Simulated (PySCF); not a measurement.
Simulation results for Al2BH4O, C2H4AlB, AlBH2NO

All values are calculated (PySCF 2.14.0). Calculation on a computer-drawn molecule: the log of a Hartree-Fock and frozen-core CCSD(T) single point meant for a local Hartree-Fock minimum, with one planted fault or none, to be diagnosed. Offsets are logged minus clean, where the clean run is the same molecule without the fault. The reference is restricted for singlets and unrestricted otherwise, and also for a bond in bohr or an excited solution. Adding or removing an electron swaps singlet and doublet. The excited solution moves the top pair (singlet) or top alpha electron (doublet) to the lowest empty orbital. Highest occupied and lowest empty are orbital energies over both spins, largest force is the largest gradient component, triples share is (T) over the correlation energy, the T1 limit is 0.02 restricted and 0.045 unrestricted, electrons count all cores, a negative frequency is imaginary (commonest isotopes), and the dipole is about the centre of nuclear charge.

Common to all runs: meant multiplicity 1; logged SCF converged yes; logged CC converged yes; logged SCF stable within its kind yes; possible faults no fault, one electron removed, one electron added, multiplicity raised by two, geometry at a saddle point, SCF held on an excited solution, minimal basis STO-3G, one bond length entered in bohr, all coordinates scaled.

(1) Al2BH4O

Logged structure:
```xyz
8
Al2BH4O
B     -2.4844    -1.8894     3.0558
Al    -2.5760    -0.6943     1.2462
O     -2.6449     0.1970    -0.1020
Al    -2.7206     1.1606    -1.5613
H     -1.4641    -1.8830     3.6637
H     -3.4588    -2.4972     3.3584
H     -3.2223     2.6217    -1.3456
H     -2.2750     0.4108    -2.8546
```

* meant charge: 1
* meant basis: cc-pV(D+d)Z
* logged electrons: 41
* logged basis functions: 94
* logged spin squared: 0.8418
* logged highest occupied: -20.145 eV
* logged lowest empty: -13.136 eV
* logged largest force: 0.06699 hartree/bohr
* logged T1 diagnostic: 0.028789
* logged D1 diagnostic: 0.11785
* logged triples share: 0.024805
* logged dipole magnitude: 4.842 debye
* logged energy HF: -585.02342 hartree
* logged energy CCSD(T): -585.41558 hartree
* planted fault: one electron removed
* HF energy offset from clean run: 326.7 kcal/mol
* CCSD(T) energy offset from clean run: 340.5 kcal/mol

Drawn bonds:
| atom | other atom | order |
| --- | --- | --- |
| 1 | 2 | 1 |
| 2 | 3 | 1 |
| 3 | 4 | 1 |
| 1 | 5 | 1 |
| 1 | 6 | 1 |
| 4 | 7 | 1 |
| 4 | 8 | 1 |

(2) C2H4AlB

Logged structure:
```xyz
8
C2H4AlB
C     -0.1969    -1.0534     1.6289
C      1.2452    -1.1596     1.1975
B      1.9017    -0.5680     0.1103
Al     3.0256     0.3169    -1.5743
H     -0.6774    -2.0359     1.6416
H     -0.7757    -0.4102     0.9636
H     -0.2763    -0.6427     2.6396
H      1.8790    -1.7922     1.8240
```

* meant charge: 0
* meant basis: cc-pV(D+d)Z
* logged electrons: 34
* logged basis functions: 85
* logged spin squared: 2.2207
* logged highest occupied: -6.6273 eV
* logged lowest empty: 0.025328 eV
* logged largest force: 0.038871 hartree/bohr
* logged T1 diagnostic: 0.048366
* logged D1 diagnostic: 0.16072
* logged triples share: 0.039587
* logged dipole magnitude: 1.0186 debye
* logged energy HF: -344.54961 hartree
* logged energy CCSD(T): -344.99203 hartree
* planted fault: multiplicity raised by two
* HF energy offset from clean run: 17.19 kcal/mol
* CCSD(T) energy offset from clean run: 28.05 kcal/mol

Drawn bonds:
| atom | other atom | order |
| --- | --- | --- |
| 1 | 2 | 1 |
| 2 | 3 | 2 |
| 3 | 4 | 1 |
| 1 | 5 | 1 |
| 1 | 6 | 1 |
| 1 | 7 | 1 |
| 2 | 8 | 1 |

Notes: T1 above single-reference limit.

(3) AlBH2NO

Logged structure:
```xyz
6
AlBH2NO
B     -2.8773     1.0727    -2.3413
N     -2.3432     0.1661    -1.6918
Al    -1.5351    -1.2039    -0.7459
O     -0.8932    -2.5557    -1.3596
H     -3.3858     1.9363    -2.9553
H     -1.5964    -0.7852     0.8159
```

* meant charge: -1
* meant basis: aug-cc-pV(D+d)Z
* logged electrons: 36
* logged basis functions: 26
* logged spin squared: 0
* logged highest occupied: 2.3084 eV
* logged lowest empty: 15.931 eV
* logged largest force: 0.054576 hartree/bohr
* logged T1 diagnostic: 0.034842
* logged D1 diagnostic: 0.13674
* logged triples share: 0.059228
* logged dipole magnitude: 2.6564 debye
* logged energy HF: -391.96875 hartree
* logged energy CCSD(T): -392.2329 hartree

Drawn bonds:
| atom | other atom | order |
| --- | --- | --- |
| 1 | 2 | 2 |
| 2 | 3 | 1 |
| 3 | 4 | 1 |
| 1 | 5 | 1 |
| 3 | 6 | 1 |

Notes: T1 above single-reference limit; highest electron not bound in this basis.

## Withheld values
1. AlBH2NO (entry 3): planted fault?

Answers
1. minimal basis STO-3G

Further results for AlBH2NO (entry 3):

- HF energy offset from clean run: 3270 kcal/mol
- CCSD(T) energy offset from clean run: 3469 kcal/mol
